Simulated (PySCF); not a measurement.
A GIAO shielding run with PySCF 2.14 (density fitting, non-relativistic, gas phase) on (CH3CH2)3CF (SMILES CCC(F)(CC)CC):

```
{"job": {"kind": "nmr", "xc": "PBE0", "basis": "aug-cc-pVDZ", "pop": true}, "charge": 0, "multiplicity": 1}
C      2.693637     0.415087     0.783942
C      1.722994    -0.176204    -0.224152
C      0.281555    -0.298165     0.266800
F      0.309653    -1.127870     1.396115
C     -0.571935    -1.010208    -0.781122
C     -2.007134    -1.280127    -0.362273
C     -0.315581     1.021538     0.749265
C     -0.462129     2.097932    -0.312834
H      2.626047    -0.122046     1.741351
H      2.495971     1.480285     0.978650
H      3.729561     0.335454     0.422703
H      1.728437     0.408756    -1.158494
H      2.051687    -1.191615    -0.500290
H     -0.543569    -0.424228    -1.714470
H     -0.067837    -1.964308    -1.006742
H     -2.595036    -0.354305    -0.267518
H     -2.516798    -1.917068    -1.100218
H     -2.032869    -1.797935     0.607752
H      0.311536     1.386270     1.577535
H     -1.294472     0.795953     1.200156
H     -0.899582     3.010955     0.117409
H      0.507488     2.377592    -0.753479
H     -1.120330     1.777891    -1.135578
```

Hardware: 1 thread of an Arm Neoverse V1, shared host. The job also computes population analyses, field gradients.

(1) How large is the calculation?

(2) How long does it take?

(3) And these other runs on the same molecule and hardware: GIAO shielding at CAM-B3LYP/pcSseg-1; GIAO shielding at PBE0/pcSseg-1; GIAO shielding at PBE0/cc-pVDZ; GIAO shielding at PBE0/def2-SVP; GIAO shielding at PBE0/pcSseg-0; GIAO shielding at PBE0/6-311+G(2d,p)?

Answers

(1) 66 electrons, 319 basis functions and 957 auxiliary functions.

(2) 69 s of wall time, with 13 SCF cycles and 4 response iterations. Times on a shared host scatter by some tens of per cent.

(3) CAM-B3LYP/pcSseg-1: 211 functions, 48 s; PBE0/pcSseg-1: 211 functions, 35 s; PBE0/cc-pVDZ: 187 functions, 29 s; PBE0/def2-SVP: 187 functions, 27 s; PBE0/pcSseg-0: 102 functions, 12 s; PBE0/6-311+G(2d,p): 306 functions, 68 s.
